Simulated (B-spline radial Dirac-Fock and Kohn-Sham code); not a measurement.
**Kohn-Sham estimates against Dirac-Fock for the levels of Se⁶⁺**

System: selenium as Se⁶⁺, 1s2 2s2 2p6 3s2 3p6 3d10.

The density-functional columns are spherical, spin-unpolarised Dirac-Kohn-Sham results without Breit or QED terms: −ε is minus the orbital energy of the initial state and ΔSCF the difference of two total energies. The reference in the last column comes from multi-electron Dirac-Fock with separately optimised hole states, Breit and Lamb-shift corrections added in first order. All numbers are from a radial finite-basis atomic code, in eV; a selection of levels is shown. The Kohn-Sham columns are given as differences from the reference. For the 1s level of heavy atoms much of the gap between ΔSCF and the reference is the Breit and QED part, -27.3 eV here; for other levels the error of the functional can be larger.

```
level  PBE −ε − DF  PBE ΔSCF − DF  LDA −ε − DF  LDA ΔSCF − DF  Dirac-Fock
   1s       -169.6          +47.1       -191.0          +25.1     12761.0
   2s        -66.4          -28.1        -68.8          -30.4      1761.4
2p1/2        -48.5           -2.2        -49.2           -2.8      1578.4
2p3/2        -49.3           -4.1        -49.9           -4.7      1537.4
   3s        -32.2          -15.7        -32.9          -16.4       333.0
3p1/2        -25.4           -9.1        -25.6           -9.3       269.6
3p3/2        -25.4           -9.2        -25.6           -9.4       263.7
3d3/2        -13.7           +2.2        -13.3           +2.5       154.1
3d5/2        -13.7           +2.1        -13.4           +2.4       153.2
```

For the outermost level NIST gives 155.327 ± 0.012 eV (measured); the differences from it are PBE −ε -15.83, PBE ΔSCF -0.05, LDA −ε -15.49, LDA ΔSCF +0.27, Dirac-Fock -2.12 eV.

Values without a named source are computed, but for edge energies of neutral atoms, which are taken from tables.
